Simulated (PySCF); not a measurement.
SMILES [SiH3]C[SiH2]c1ccco1 at its GFN2-xTB optimised geometry (Å):

```
18

Si    -2.6521     0.4405     1.8458
C     -2.0819    -1.3466     1.5125
Si    -0.9542    -1.5942     0.0040
C      0.3537    -0.2540     0.0000
C      1.7221    -0.2540     0.0000
C      2.1328     1.0981     0.0000
C      0.9849     1.8299    -0.0019
O     -0.0872     1.0276    -0.0040
H     -3.7485     0.4003     2.8228
H     -3.1362     1.0630     0.6145
H     -1.5570     1.2184     2.4263
H     -1.5716    -1.7135     2.4042
H     -2.9607    -1.9804     1.3908
H     -1.7386    -1.4965    -1.2342
H     -0.2612    -2.8882     0.0502
H      2.3533    -1.1193     0.0011
H      3.1362     1.4728     0.0017
H      0.8101     2.8882    -0.0028
```

Method: CAM-B3LYP/def2-SVP in PySCF 2.14.0. Cells within 0.4 Å of a nucleus heavier than hydrogen are left out (blank, or x).

Map of the Laplacian of the electron density (e/bohr⁵), clipped to [-1.50, 1.50] on the plane z = 0.0 Å:

```
|555555555555555555555555555|
|555555555555555555555555555|
|555555555555555555555555555|
|555555555555555555555555555|
|555555555555555555555555555|
|555555555555555555555555555|
|555555555555554055555555555|
|555555555555554045555555555|
|555555555555555x95555555555|
|555555555555664xx3543455555|
|5555555555560x3542x21455555|
|555555555556xx6664x45555555|
|555555555555635663355555555|
|55555555555556x33x455555555|
|5555555555554xx12x455555555|
|555555555555435554135555555|
|55555555559x945555345555555|
|5555555556xx955555555555555|
|555555555599545555555555555|
|555555555554245555555555555|
|555555555555035555555555555|
|555555555555555555555555555|
|555555555555555555555555555|
|555555555555555555555555555|
|555555555555555555555555555|
|555555555555555555555555555|
|555555555555555555555555555|
```
Scale: ten equal steps from -1.50 (start of '0') to 1.50 (end of '9'), in the order '0123456789'; x runs from -5.50 to 5.50, y from -5.50 (bottom) to 5.50 (top).
